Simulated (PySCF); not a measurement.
1,3-cyclohexadiene (C6H8), SMILES C1=CCCC=C1. Atoms are numbered in the order given.

```xyz
14

C      0.0628    -1.4225     0.1100
C      0.1105    -0.7289     1.2579
C     -0.1105     0.7289     1.2579
C     -0.0628     1.4225     0.1100
C      0.2524     0.7234    -1.1918
C     -0.2524    -0.7234    -1.1918
H      0.1939    -2.5098     0.1106
H      0.2934    -1.2357     2.2105
H     -0.2934     1.2357     2.2105
H     -0.1939     2.5098     0.1106
H      1.3517     0.7333    -1.3319
H     -0.1710     1.2753    -2.0455
H      0.1710    -1.2753    -2.0455
H     -1.3517    -0.7333    -1.3319
```

Geometry: ωB97X-D3(BJ)/def2-SVP. One conformer was computed; it need not be the lowest.

Computed with TDDFT-PBE0/def2-SVPD in PySCF 2.14.0.

Vertical excitations. Gas-phase values at a fixed geometry. State labels are in the subgroup C2.

| state | symmetry | energy (eV) | λ (nm) | f | main pairs |
|---|---|---|---|---|---|
| S1 | B | 4.75 | 261 | 0.116 | HOMO→LUMO 99 % |
| S2 | A | 5.92 | 210 | 0.005 | HOMO→LUMO+1 98 % |
| S3 | A | 6.52 | 190 | 0.003 | HOMO→LUMO+2 75 %, HOMO−1→LUMO 21 % |
| S4 | B | 6.61 | 188 | 0.006 | HOMO−2→LUMO 83 %, HOMO→LUMO+3 15 % |
| S5 | B | 6.67 | 186 | 0.009 | HOMO→LUMO+3 83 %, HOMO−2→LUMO 15 % |
| S6 | A | 6.89 | 180 | 0.011 | HOMO→LUMO+5 45 %, HOMO−1→LUMO 31 %, HOMO→LUMO+2 19 % |
| S7 | A | 7.02 | 177 | 0.000 | HOMO−3→LUMO 97 % |
| S8 | B | 7.08 | 175 | 0.052 | HOMO→LUMO+4 98 % |
| S9 | A | 7.37 | 168 | 0.029 | HOMO→LUMO+6 59 %, HOMO→LUMO+5 25 %, HOMO−1→LUMO 9 % |
| S10 | B | 7.59 | 163 | 0.011 | HOMO→LUMO+7 98 % |
| T1 | B | 2.82 | 440 | 0 | HOMO→LUMO 96 % |
| T2 | A | 4.85 | 256 | 0 | HOMO−1→LUMO 57 %, HOMO→LUMO+5 19 %, HOMO→LUMO+2 10 % |
| T3 | A | 5.82 | 213 | 0 | HOMO→LUMO+1 95 % |
| T4 | B | 6.26 | 198 | 0 | HOMO−2→LUMO 97 % |
Triplets are in the Tamm–Dancoff approximation, which puts them higher than full response would, so one can lie above its singlet here.
